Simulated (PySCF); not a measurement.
All values below come from PBE-D3(BJ)/def2-TZVP // BP86-D3(BJ)/def2-SVP (PySCF 2.14.0). All species are isolated molecules in the gas phase. One relaxed conformer stands for a flexible species; it need not be the lowest. 

Reference species: [Sc(NH2)2(Br)] (neutral, multiplicity 1).

The HOMO–LUMO gap is 3.44 eV and the mean distance from the central atom to its bonded neighbours is 2.140 Å. The LUMO is -2.59 eV.

After one change: the HOMO–LUMO gap drops by 0.06 eV; the mean distance from the central atom to its bonded neighbours rises by 0.144 Å; the LUMO drops by 0.83 eV.

Name the change that produced these shifts. The new species is one of these.
A. [Sc(NH2)3]
B. [Sc(Br)3]
C. [Sc(NH2)(Br)2]

C, [Sc(NH2)(Br)2]
